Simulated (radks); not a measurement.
The numbers below are computed, except where a source is named.
Hg, configuration [Xe] 4f14 5d10 6s1.75 7s0.25 (fractional occupations, a model configuration).

Level of theory: Dirac Kohn-Sham, PBEsol, spin-unpolarised, spherical densities, finite nucleus; Fermi nuclear charge, rms radius 5.4648 fm (a radial shooting solver on a logarithmic mesh with Libxc functionals).

Energy parts (hartree):
| part | energy |
|---|---|
| total | -19651.9089 |
| kinetic | 22652.7366 |
| electron-nucleus | -49566.2642 |
| Hartree | 7629.7824 |
| exchange-correlation | -368.1637 |

Orbitals (lengths in bohr, moments of r in powers of bohr; r(max) is where P^2 peaks; r(90%) holds 90 % of the orbital's charge):
orbital  occ.  eigenvalue (hartree)   r(max)      <r>   <1/r>  r(90%)
1s1/2       2             -3049.041  0.01023  0.01660   97.47  0.0304
2s1/2       2             -540.0429  0.05939  0.06928   24.01   0.109
2p1/2       2             -518.3641  0.04362  0.05693   23.98  0.0950
2p3/2       4             -446.8314  0.05111  0.06560   19.41   0.107
3s1/2       2             -128.1743   0.1671   0.1802   8.811   0.265
3p1/2       2             -118.3628   0.1558   0.1705   8.727   0.257
3p3/2       4             -102.5203   0.1710   0.1864   7.535   0.279
3d3/2       4             -86.19402   0.1330   0.1621   7.435   0.252
3d5/2       6             -82.79800   0.1372   0.1670   7.165   0.259
4s1/2       2             -28.20636   0.3763   0.3993   3.734   0.573
4p1/2       2             -23.99322   0.3742   0.4012   3.626   0.583
4p3/2       4             -20.16435   0.4054   0.4355   3.211   0.632
4d3/2       4             -13.25880   0.3976   0.4426   3.011   0.660
4d5/2       6             -12.54484   0.4072   0.4537   2.916   0.677
5s1/2       2              -4.38429   0.8284   0.9023   1.525    1.29
4f5/2       6              -3.65524   0.3641   0.4793   2.553   0.767
4f7/2       8              -3.50112   0.3687   0.4860   2.516   0.778
5p1/2       2              -2.99145   0.8728   0.9718   1.399    1.41
5p3/2       4              -2.31765   0.9522    1.069   1.244    1.55
5d3/2       4              -0.45780    1.143    1.455  0.9129    2.26
5d5/2       6              -0.38988    1.181    1.523  0.8715    2.38
6s1/2    1.75              -0.29615    2.188    2.634  0.4851    3.93
6p1/2       0              -0.08992    2.816    3.765  0.3433    5.96
6p3/2       0              -0.06080    3.274    4.609  0.2831    7.54
7s1/2    0.25              -0.02612    9.763    10.81  0.1111    15.8

The highest occupied level is 7s1/2 at -0.711 eV. The configuration is held as typed, so some empty levels lie below it. Summed over all electrons, <r^2> = 91.20 bohr^2, which gives a Langevin (diamagnetic) susceptibility term of -72.2 x 10^-6 cm^3/mol.

Run on one thread of a shared host, so times are rough (Intel(R) Xeon(R) Platinum 8259CL CPU @ 2.50GHz): 0.34 s of CPU time, 0.34 s wall, 17 iterations on 2440 mesh points.
